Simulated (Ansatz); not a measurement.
Ansatz (a first-principles code) input (B3LYP/def2-TZVPD):

Ansatz 0.2 input:
```yaml
crystal:
  periodic: [false, false, false]
  atoms:
    - {symbol: Re, position_ang: [-0.00000000, -0.00000000, -0.19736517]}
    - {symbol: F, position_ang: [0.00000000, 0.00000000, 1.64470974]}
basis:
  gaussian:
    orbitals: def2-TZVPD
hamiltonian:
  xc: {name: B3LYP}
total_charge: -1
magnetization: {spin_polarized: true, initial_magnetization: 3}
```

End of the output:

```
integrals: 0.02 GiB planned
609 factors; their error is unknown
mean field: 0.25 GiB planned
mean field evaluation 1: about -4835.4063 eV, gradient 5.7e1 eV
mean field evaluation 2: about -4821.0977 eV, gradient 9.6e1 eV
mean field evaluation 4: about -4847.5710 eV, gradient 5.4e0 eV
mean field evaluation 8: about -4847.7274 eV, gradient 1.4e-1 eV
mean field evaluation 16: about -4847.7495 eV, gradient 3.4e-4 eV
mean field evaluation 32: about -4847.7556 eV, gradient 1.4e-4 eV
mean field -4847.75556669 eV, -178.1517311492 hartree, gradient 4.5e-6 eV, S^2 3.930794; 5 other end points of the search recorded, 0 dependent functions left out
reference -4847.75574422 eV, -178.1517376734 hartree; 14, 11 occupied and 69, 72 virtual orbitals, 609 factors
Total energy: -4847.75574422 eV, -178.1517376734 hartree
```

This state (charge -1, quartet) is run at the relaxed geometry of the species with charge 0 and multiplicity 3.

The determinant is spin-contaminated: <S^2> is 3.93 against 3.75 for a pure state.
